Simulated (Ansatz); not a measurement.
`CSB1O[SiH]1N`. Charge 0, multiplicity 1. The structure was optimised at the PBE0-D4/def2-TZVP level. It is one conformer, not always the lowest.

```xyz
12

C     2.051    0.074   -1.657
S     1.907    1.235   -0.272
B     0.534    0.552    0.619
O    -0.081    0.950    1.768
Si   -0.962   -0.434    1.208
N    -2.565   -0.248    0.697
H     1.956    0.623   -2.593
H     1.266   -0.676   -1.587
H     3.027   -0.410   -1.618
H    -0.958   -1.497    2.235
H    -3.347   -0.510    1.274
H    -2.830    0.342   -0.073
```

Problem. What is the dipole moment at ωB97M-V/def2-TZVPP? (Best estimate.)

Solution. Computed: 3.09 D, with components (-1.92, -1.59, -1.82) D in this frame, pointing from negative to positive charge.

Problem. And with PBE, r2SCAN, B3LYP? (Estimate.)

Solution. Ansatz gave: PBE 2.90 D, r2SCAN 3.01 D, B3LYP 3.05 D.

Problem. Give the Mulliken charges with ωB97M-V, PBE, B3LYP in def2-TZVPP. (Best estimate.)

Solution. The calculation gave: 
```tsv
atom	ωB97M-V	PBE	B3LYP
C1	-0.32	-0.25	-0.26
S2	-0.05	-0.09	-0.09
B3	0.11	0.08	0.17
O4	-0.30	-0.23	-0.30
Si5	0.28	0.25	0.30
N6	-0.35	-0.37	-0.39
H7	0.13	0.12	0.12
H8	0.13	0.11	0.11
H9	0.14	0.12	0.12
H10	-0.02	-0.06	-0.07
H11	0.12	0.16	0.14
H12	0.13	0.16	0.15
```

B3LYP here is the variant with VWN-RPA as its local correlation; programs differ in this.
